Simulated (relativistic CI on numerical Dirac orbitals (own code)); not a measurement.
# Ho¹²⁺: sensitivity of the levels to the model

Base calculation: Dirac-Coulomb-Breit CI, KLI orbitals optimised for each configuration, model QED (radiative potential, 1s self-energy scaled to tabulated hydrogen-like ionisation energies), unscaled Slater integrals.

CI space (outside the closed core [Kr] 4d10): 4f7 5s2, 4f5 5s2 5p2, 4f6 5s2 5p, 4f8 5s, 4f7 5s 5p, 4f6 5s2 6s. Levels of other configurations are missing.

Variants: (1) P86 correlation estimate; (2) configuration mixing switched off; (3) only the first 3 configurations. Shifts of the energy above 4f7 5s2 8S°_7/2, in cm⁻¹, for the lowest level and the first level of each name with at least 55 % of one term (blank where a level changes its place among those of its configuration and J or its character, or is not in the variant):

```tsv
Level	Base	Δ(1)	Δ(2)	Δ(3)
4f7 5s2 8S°_7/2	0.0	0.0	0.0	0.0
4f7 5s2 6P°_7/2	51276.3	+12.4	+438.2	0.0
4f7 5s2 6P°_5/2	52443.3	+11.4	+412.3	0.0
4f7 5s2 6P°_3/2	53502.5	+11.3	+415.9	0.0
4f7 5s2 6I°_7/2	56401.6	+2.8	+81.7	0.0
4f7 5s2 6I°_17/2	56856.0	+2.0	+55.1	0.0
4f7 5s2 6I°_9/2	57033.6	+2.2	+62.9	0.0
4f7 5s2 6I°_11/2	57513.7	+1.8	+49.1	0.0
4f7 5s2 6I°_15/2	57602.1	+1.6	+41.6	0.0
4f7 5s2 6I°_13/2	57742.0	+1.6	+41.7	0.0
4f7 5s2 6D°_9/2	63920.9	+6.5	+178.9	0.0
4f7 5s2 6D°_1/2	65815.8	+4.2	+99.2	0.0
4f7 5s2 6D°_7/2	65819.2	+6.8	+201.2	0.0
4f7 5s2 6D°_3/2	66241.5	+5.0	+137.5	0.0
4f7 5s2 6D°_5/2	66434.4	+6.0	+178.3	0.0
4f7 5s2 6G°_13/2	85174.4	+13.9	+325.3	0.0
4f7 5s2 4N°_17/2	85867.9	+4.7	+123.1	0.0
4f7 5s2 4N°_23/2	87545.8	+0.9	+2.2	0.0
4f7 5s2 4N°_19/2	87753.9	+1.7	+29.4	0.0
4f7 5s2 4N°_21/2	88449.6	+0.6	-7.3	0.0
4f7 5s2 6F°_5/2	90112.7	+14.7	+427.8	0.0
4f7 5s2 4L°_15/2	91039.7	+6.0	+176.0	0.0
```

At this charge transitions that keep the count of f electrons are usually good to a few per cent. Terms inside the open d or f shell come out 10 to 20 % too wide with unscaled integrals. Levels and lines within the n = 5 or 6 shells can be off by up to 10 % or somewhat more, and those that change n by about 2 %, since core polarisation is missing. Levels that differ in their count of f electrons can be misplaced by several ten thousand cm⁻¹, since the correlation energy of f electrons is missing or only estimated; rates across such gaps can be off by orders of magnitude.

Ionisation energy from one configuration of each of the two ions, the ground ones as tabulated or assumed: base 243.242 eV; P86 correlation estimate 245.059 eV. The NIST ASD value (theoretical) is 263 ± 14 eV. The gap of more than 2 % comes from missing correlation, or from a tabulated value that is itself an estimate.

LS names give the leading component of a level, which can be under half, so a name can repeat, a term be missing and a line seem to break the LS rules.
